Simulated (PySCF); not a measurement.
All values below come from PBE-D3(BJ)/def2-TZVP // PBE0-D3(BJ)/def2-TZVP in PySCF. All species are isolated molecules in the gas phase. One relaxed conformer stands for a flexible species; it need not be the lowest. 

Reference species (SMILES): `SCC=C` (C–C–C–S torsion -119°, C–C–S–H torsion 57°) (neutral, multiplicity 1).

```yaml
LUMO: -1.13 eV
HOMO: -5.63 eV
```

Changed species: `C1SCC1`.

### Question
Give the shifts of the LUMO and HOMO.

### Answer
the LUMO rises by 0.30 eV, to -0.83 eV; the HOMO goes up by 0.59 eV, to -5.04 eV.
